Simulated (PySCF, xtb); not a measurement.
B(I)(Me)2 (C2H6BI), SMILES CB(C)I.

GFN2-xTB (xtb) at its own geometry gives an orbital gap of 3.95 eV and a dipole moment of 4.36 D.

Geometry: B3LYP-D3(BJ)/def2-SVP. The def2 effective core potentials stand for the cores of I; spin–orbit coupling is left out.

### Question
What does ωB97X/def2-TZVP run with PySCF give? (The exact figures need the calculation; the answer reports its results.)

### Answer
gap 10.51 eV (levels -9.43 and 1.08 eV), dipole 2.07 D.
